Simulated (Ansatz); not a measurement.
System: sum formula GaClF2 (charge 0, singlet). SMILES: [F][Ga]([F])[Cl]
Geometry: optimised at B3LYP-D3(BJ)/def2-TZVP (Ansatz, a quantum-chemistry and plane-wave program).

Wanted: vertical triplet-singlet gap (E(triplet) - E(singlet); each state is the SCF solution reached for its spin), in eV. Valence correlation only, unless marked. Open shells are spin-unrestricted. No spin-orbit coupling. The frozen core is the preceding noble-gas configuration, with the filled d and f shells of earlier blocks. No relativistic terms. CBS(X,Y): correlation extrapolated as X^-3; Hartree-Fock from the larger set.

| level | program | vertical triplet-singlet gap (eV) |
|---|---|---|
| BHLYP/def2-TZVPD | Ansatz | 6.28 |
| wB97M-V/def2-TZVPD | Ansatz | 6.39 |

### Question
Estimate the value at CCSD(T)/CBS(def2-TZVPPD,def2-QZVPPD) as computed with Ansatz.

### Answer
6.79 eV, so wB97M-V/def2-TZVPD differs from it by -0.40 eV.
